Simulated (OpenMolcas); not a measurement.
4f3 along the 57-electron sequence

| Property | Result |
| --- | --- |
| Program | OpenMolcas |
| Method | CASSCF |
| Basis | ANO-RCC-VTZP |
| Scalar Hamiltonian | DKH2, point nucleus |
| Spin-orbit coupling | state interaction with AMFI integrals over the reference wave functions, term energies averaged over their components |

Active space for each ion: 3 electrons in 14 orbitals (4f 5f).

Computed levels in cm-1 above 4I* 9/2:

```csv
Level,Pr2+,Nd3+,Pm4+
4I* 11/2,1489,2009,2590
4I* 13/2,3114,4183,5361
4I* 15/2,4831,6454,8222
2H* 9/2,12862,15436,17576
4F* 3/2,13119,15578,17608
4F* 5/2,13908,16659,19024
4S* 3/2,14659,17596,20153
4F* 7/2,14677,17674,20293
2H* 11/2,15390,18859,21994
weight of 4I* in the lowest level (%),98,98,97
```

Mixed levels, with the weight of the term that names them: Pm4+ 2H* 9/2 (74 %).

Measured, with the error of the calculation in %. Measured levels: Pr2+ from Martin, Zalubas and Hagan, Atomic Energy Levels: The Rare-Earth Elements, NSRDS-NBS 60 (1978); the list in Maison, Palmeri and Quinet, J. Phys. B 58, 015001 (2025); Nd3+ from the list in Arab et al., J. Quant. Spectrosc. Radiat. Transfer 229, 145 (2019) and Gaigalas et al. (2019), from Wyart et al. (2007).

| Level | Pr2+ | Nd3+ |
| --- | --- | --- |
| 4I* 11/2 | 1398 (+6.5) | 1897 (+5.9) |
| 4I* 13/2 | 2893 (+7.6) | 3907 (+7.0) |
| 4I* 15/2 | 4454 (+8.5) | 5989 (+7.8) |
| 2H* 9/2 | 10033 (+28.2) | 12800 (+20.6) |
| 4F* 3/2 | 9371 (+40.0) | 11698 (+33.2) |
| 4F* 5/2 | 10138 (+37.2) | 12748 (+30.7) |
| 4S* 3/2 | 10950 (+33.9) | 13792 (+27.6) |
| 4F* 7/2 | 10859 (+35.2) | 13720 (+28.8) |
| 2H* 11/2 | 12495 (+23.2) | 16162 (+16.7) |

The fine-structure level 4I* 15/2 changes by a factor of 1.7 from Pr2+ to Pm4+. Its fourth root runs 8.34, 8.96, 9.52, with steps per unit of Z of 0.63, 0.56; equal steps would mean a (Z - σ)^4 law with constant σ.

2H* 9/2 changes by a factor of 1.37 over the same range, with steps per unit of Z of +2570, +2140 cm-1.

High states are left out of the spin-orbit mixing, which shifts the levels that they would mix with. Without dynamic correlation excited terms often stand tens of per cent too high (terms of higher spin than the ground term too low), and those without a measured partner can miss by more than the paired ones. Active for correlation alone: 5f; no level in the range computed is led by a configuration that fills it, so any true level of that kind is missing. Computed and measured levels are paired by configuration, term and J; levels that our copy of the source lacks, or whose pairing is in doubt (as where it misses far off the trend of its configuration), stay unpaired and out of the deviations. Only configurations of the active space appear.

* marks odd parity.
